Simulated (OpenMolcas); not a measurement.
Ir3+ among 5 point charges of -1 e arranged as a trigonal bipyramid (D3h), 2.17 Å from the ion, with the axial distance 2.235 Å.
```
   2.1700    0.0000    0.0000  -1.00
  -1.0850    1.8793    0.0000  -1.00
  -1.0850   -1.8793    0.0000  -1.00
   0.0000    0.0000    2.2351  -1.00
   0.0000    0.0000   -2.2351  -1.00
```

```json
{"Program": "OpenMolcas 26.06", "Method": "CASSCF", "Basis": "ANO-RCC-VTZP [8s7p5d3f1g]", "Scalar Hamiltonian": "DKH2, point nucleus", "Active space": "6 electrons in 5 orbitals (5d)", "State averaging": "2S+1 = 5 even, 5 roots; 2S+1 = 3 even, 45 roots; 2S+1 = 1 even, 50 roots", "Spin-orbit coupling": "RASSI with atomic mean-field integrals over the reference wave functions"}
```

Q: What is the spin-free ground state (labels of D3, the rotations of D3h)?

A: 5E, 2-fold in its orbital part, 100 % from free-ion D terms; it has the highest spin that d6 allows.

Q: Where is the first state of the same spin?

A: 5E at 602 cm-1 above the ground state.

Q: What are the lowest two levels with spin-orbit coupling?

A: A 2-fold level E with g = 0.00, 0.00, 11.66, then a 1-fold level A1 12.8 cm-1 above it. Their leading multiplicities are 5 (85 %) and 5 (88 %).

Q: What is χT at 300 K?

A: 5.14 cm3 K/mol.

An orbital doublet at a regular site is open to a Jahn-Teller distortion, which this geometry leaves out. Without dynamic correlation the repulsion within the d shell is too large (B by tens of per cent), so at a given field states of lower spin stand too high. Point charges give a weaker field than real ligands, and real ions of this kind are as a rule low spin; the high spin found here belongs to the model. The ground term spreads over less than 5000 cm-1, several times less than with real ligands, so orbital moments are less quenched and χT lies further from the spin-only value than at real sites. This is an electrostatic model: the charges have no orbitals. No measured value stands beside these numbers.

With an even number of electrons the g values are those of a degenerate or nearly degenerate non-Kramers pair.
